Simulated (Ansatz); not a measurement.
`O[SiH2]C[Si](O)(F)F`. Charge 0, multiplicity 1. Geometry: relaxed with PBE0-D4/def2-TZVP. It is one conformer, not always the lowest.

```xyz
13

O     1.344    1.780   -0.142
Si    0.438    1.205    1.100
C    -0.991    0.173    0.441
Si   -0.478   -1.239   -0.596
O     0.770   -0.767   -1.538
F    -0.032   -2.478    0.289
F    -1.639   -1.797   -1.523
H     1.535    1.133   -0.830
H     1.230    0.352    2.029
H    -0.076    2.385    1.834
H    -1.584   -0.203    1.281
H    -1.639    0.828   -0.152
H     1.121   -1.372   -2.193
```

(1) What is the dipole moment at r2SCAN/def2-TZVPP? (Estimate.)

(2) And with PBE, B3LYP, ωB97M-V? (An estimate is asked.)

(3) Give the Mulliken charges with r2SCAN, B3LYP, PBE in def2-TZVPP. (Best estimate.)

Results:

(1) Computed: 1.23 D, with components (-0.16, -0.64, -1.04) D in this frame, pointing from negative to positive charge.

(2) The calculation gave: PBE 1.21 D, B3LYP 1.18 D, ωB97M-V 1.22 D.

(3) Computed: 
```
atom  r2SCAN  B3LYP    PBE
  O1   -0.42  -0.41  -0.37
 Si2    0.52   0.50   0.42
  C3   -0.34  -0.36  -0.32
 Si4    0.87   0.86   0.72
  O5   -0.43  -0.40  -0.36
  F6   -0.31  -0.31  -0.27
  F7   -0.31  -0.31  -0.27
  H8    0.21   0.20   0.20
  H9   -0.10  -0.10  -0.09
 H10   -0.08  -0.08  -0.07
 H11    0.09   0.10   0.11
 H12    0.10   0.11   0.12
 H13    0.21   0.19   0.19
```

B3LYP here is the variant with VWN-RPA as its local correlation; programs differ in this.
